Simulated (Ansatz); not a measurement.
`BCCCl` + H₂S → `BS` + `CCCl` at 400 K and 1 bar (ligand exchange at a B–C bond).

Computed with Ansatz on PBE0-D4/def2-TZVP structures; ΔE is electronic, products minus reactants. CCSD(T)/CBS adds triple-zeta CCSD(T) − MP2 to the extrapolated MP2 energy (def2 sets, frozen cores). This one scheme is used for every species. One conformer a species, not always the lowest.

| species | CCSD(T)/CBS energy (Eh) | H − E (kJ/mol) | S (J/(mol·K)) |
| --- | --- | --- | --- |
| `BCCCl` | -564.26783 | 227.8 | 337.8 |
| H₂S | -398.97279 | 53.4 | 215.9 |
| `BS` | -424.38198 | 95.9 | 260.4 |
| `CCCl` | -538.89655 | 195.0 | 294.4 |

H − E and S are ideal-gas, rigid-rotor, harmonic terms from PBE0-D4/def2-TZVP, for one conformer and one mirror image of each species. 1 Eh = 2625.50 kJ/mol, R = 8.31446 J/(mol·K).

Task: By hand: ΔE, ΔH, ΔS and ΔG.

Result: ΔE = (-424.38198) + (-538.89655) − (-564.26783) − (-398.97279) = -0.03791 Eh = -99.5 kJ/mol. Δ(H − E) = 95.9 + 195.0 − 227.8 − 53.4 = 9.7, so ΔH = -89.8 kJ/mol. ΔS = 260.4 + 294.4 − 337.8 − 215.9 = 1.1 J/(mol·K). ΔG = -89.8 − 400 × (1.1)/1000 = -90.2 kJ/mol.

Task: By hand: the equilibrium constant, and the temperature at which ΔG would vanish if ΔH and ΔS stayed fixed.

Result: log₁₀ K = −ΔG/(RT ln 10) = 11.8. ΔH and −TΔS have one sign here, so there is no such temperature.

The number of gas molecules stays the same, so ΔS is small and ΔH decides. A doubt of 5 kJ/mol in ΔE shifts log₁₀ K by 0.7 here. Other conformers and mirror images would add mixing entropy, several J/(mol·K) or more a flexible species. These are equilibria of isolated gas molecules and say nothing of rates. Largest T1 diagnostic: 0.015 (customary marks: 0.02 for closed shells, 0.045 for open ones).

ΔS is within the doubt of such terms, so its sign, and with it that verdict, could turn.
